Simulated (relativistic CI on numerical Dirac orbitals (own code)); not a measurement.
## Line list: Electric-dipole lines, Ag5+

These numbers are calculated, not measured: Dirac-Coulomb-Breit CI, orbitals from a KLI potential per configuration, model QED (radiative potential, 1s self-energy scaled to tabulated hydrogen-like ionisation energies), valence Slater integrals scaled by 0.85, P86 correlation energy added to each configuration (own radial code, finite nucleus).

Configuration list (outside the closed core [Ar] 3d10): 4s2 4p6 4d6, 4s2 4p6 4d5 5s, 4s2 4p6 4d5 4f, 4s2 4p6 4d5 5p, 4s2 4p5 4d7, 4s2 4p6 4d5 5d, 4s2 4p6 4d5 6s, 4s2 4p6 4d5 6p, 4s2 4p6 4d4 5s 5p, 4s 4p6 4d7, 4s2 4p6 4d5 6d, 4s2 4p6 4d5 5g, 4s2 4p6 4d4 5s2, 4s2 4p6 4d3 4f 5s2, 4s2 4p6 4d3 5s2 5p, 4s2 4p6 4d3 5s2 5d, 4s2 4p6 4d3 5s2 6s. Double excitations out of closed p, d and f shells are left out; levels of such configurations are missing from the list, as are those of other unlisted configurations, and high levels can miss mixing partners.

```
λ vac (nm)                     Lower                       Upper   A (s⁻¹)        gf  Branching (%)
    34.081      4s2 4p6 4d6 5D_4 [1]  4s2 4p6 4d5 5p 5D°_4 [153]  6.39e+09  1.00e+00           64.8
    34.782      4s2 4p6 4d6 5D_3 [2]  4s2 4p6 4d5 5p 5P°_2 [140]  6.94e+09  6.30e-01           57.7
    34.915      4s2 4p6 4d6 5D_2 [3]  4s2 4p6 4d5 5p 5P°_2 [141]  5.49e+09  5.02e-01           59.5
    34.917      4s2 4p6 4d6 5D_4 [1]  4s2 4p6 4d5 5p 5P°_3 [130]  5.36e+09  6.85e-01           45.1
    34.924      4s2 4p6 4d6 5D_3 [2]  4s2 4p6 4d5 5p 5F°_4 [138]  5.23e+09  8.61e-01           72.1
    35.200      4s2 4p6 4d6 5D_2 [3]  4s2 4p6 4d5 5p 5F°_3 [134]  3.57e+09  4.64e-01           52.1
    35.238      4s2 4p6 4d6 5D_3 [2]  4s2 4p6 4d5 5p 5P°_3 [130]  4.58e+09  5.97e-01           38.5
    35.315      4s2 4p6 4d6 3H_4 [6]  4s2 4p6 4d5 5p 3H°_4 [189]  5.66e+09  9.53e-01           48.0
    35.322      4s2 4p6 4d6 5D_4 [1]  4s2 4p6 4d5 5p 5F°_5 [125]  7.22e+09  1.49e+00           79.0
    35.422      4s2 4p6 4d6 3H_5 [9]  4s2 4p6 4d5 5p 3H°_5 [192]  4.40e+09  9.10e-01           40.0
    35.506      4s2 4p6 4d6 3H_6 [8]  4s2 4p6 4d5 5p 3H°_6 [184]  7.63e+09  1.88e+00           73.8
    36.019      4s2 4p6 4d6 3H_6 [8]  4s2 4p6 4d5 5p 3H°_6 [170]  5.62e+09  1.42e+00           55.5
    36.158      4s2 4p6 4d6 3H_6 [8]  4s2 4p6 4d5 5p 3G°_5 [167]  7.71e+09  1.66e+00           55.5
    36.357      4s2 4p6 4d6 3H_4 [6]  4s2 4p6 4d5 5p 3G°_3 [160]  5.34e+09  7.41e-01           49.2
    36.561      4s2 4p6 4d6 3H_4 [6]  4s2 4p6 4d5 5p 3I°_5 [154]  2.87e+09  6.33e-01           51.8
    37.777      4s2 4p6 4d6 5D_4 [1]  4s2 4p6 4d5 5p 5P°_3 [104]  5.91e+09  8.85e-01           64.8
    37.980      4s2 4p6 4d6 5D_3 [2]  4s2 4p6 4d5 5p 5P°_2 [105]  3.91e+09  4.23e-01           45.3
    115.44  4s2 4p6 4d5 5s 7S_3 [35]  4s2 4p6 4d5 5p 7P°_4 [102]  1.93e+09  3.47e+00           99.2
    116.97  4s2 4p6 4d5 5s 5G_6 [40]  4s2 4p6 4d5 5p 5H°_7 [135]  1.87e+09  5.76e+00           99.7
    117.08  4s2 4p6 4d5 5s 5D_4 [45]  4s2 4p6 4d5 5p 5F°_5 [157]  1.19e+09  2.69e+00           32.8
    117.68  4s2 4p6 4d5 5s 5G_5 [41]  4s2 4p6 4d5 5p 5H°_6 [133]  1.41e+09  3.81e+00           68.4
    118.02  4s2 4p6 4d5 5s 3I_6 [56]  4s2 4p6 4d5 5p 1K°_7 [188]  1.16e+09  3.63e+00           33.3
    118.65  4s2 4p6 4d5 5s 5G_4 [39]  4s2 4p6 4d5 5p 5H°_5 [131]  1.16e+09  2.70e+00           35.7
    119.29  4s2 4p6 4d5 5s 3I_7 [57]  4s2 4p6 4d5 5p 3K°_8 [187]  1.79e+09  6.49e+00          100.0
    122.42  4s2 4p6 4d5 5s 7S_3 [35]   4s2 4p6 4d5 5p 7P°_3 [97]  1.43e+09  2.25e+00           68.9
    124.23  4s2 4p6 4d5 5s 5G_6 [40]  4s2 4p6 4d5 5p 5F°_5 [125]  9.07e+08  2.31e+00            9.9
    127.86  4s2 4p6 4d5 5s 5G_6 [40]  4s2 4p6 4d5 5p 5G°_6 [118]  1.04e+09  3.33e+00           64.9
    129.13  4s2 4p6 4d5 5s 5S_2 [36]  4s2 4p6 4d5 5p 5P°_3 [104]  1.18e+09  2.06e+00           12.9
    129.17  4s2 4p6 4d5 5s 5G_5 [41]  4s2 4p6 4d5 5p 5G°_5 [117]  8.40e+08  2.31e+00           42.2
    129.49  4s2 4p6 4d5 5s 3G_5 [51]  4s2 4p6 4d5 5p 3H°_6 [145]  1.01e+09  3.28e+00           25.4
```

Terms are leading LS components. Brackets give the number of a level in order of energy, since labels repeat. The list gives strong lines, with weight on those to low levels, without lines whose two gauges differ by over a factor of 2.5, among the lowest 200 of 3220 levels, so that lines to higher ones, which can be the strongest, are missing. Levels whose partners in the same complex of configurations lie outside the list can be far off, and so can their lines. Rates are taken at the computed energies, electric ones in the length gauge.

At this charge configurations can still be misplaced by up to about 7 % of their energy. 35 of the 69 excited levels that our extract of the measured tables holds in this range could be paired (the sources list more); they are missed by 1734 cm⁻¹ on average and 6159 at most, and levels without a partner can miss by more. Some levels of the ground configuration have no partner and can miss by 10 % or more.

LS names give the leading component of a level, which can be under half, so a name can repeat, a term be missing and a line seem to break the LS rules.
